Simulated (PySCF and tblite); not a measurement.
The numbers below are computed, except where a source is named.
C5H6O2, numbered as in [CH3:1][O:2][c:3]1[cH:4][cH:5][cH:6][o:7]1.

Level: PBE0-D3(BJ)/def2-SVP (IEF-PCM, chloroform)//GFN2-xTB, thermal terms from GFN2-xTB, symmetry numbers and mirror pairs counted. Conformers within 3 kcal/mol (GFN2-xTB free energy) were kept, 10 at most. (PySCF 2.14, tblite 0.8.)

Rotational constants are equilibrium values for the commonest isotopes; dipoles come from the energy level named and are polarised by its solvent model.

Torsions listed: C1–O2–C3–O7.

```csv
conformer,shape,symmetry,weight %
1,180°,Cs,89.4
2,0°,Cs,10.6
```

Sets of constants, in random order:

| set | A (MHz) | B (MHz) | C (MHz) | abs μa (D) | abs μb (D) | abs μc (D) |
| --- | --- | --- | --- | --- | --- | --- |
| P | 7720 | 2106 | 1672 | 0.96 | 2.03 | 0.01 |
| Q | 7594 | 2190 | 1718 | 0.62 | 1.17 | 0.00 |

Match each set to its conformer.

P is conformer 1, Q is conformer 2.


Conformer gaps in def2-SVP on xTB geometries can be 2 kcal/mol too large for S=O, P=O and other polar bonds.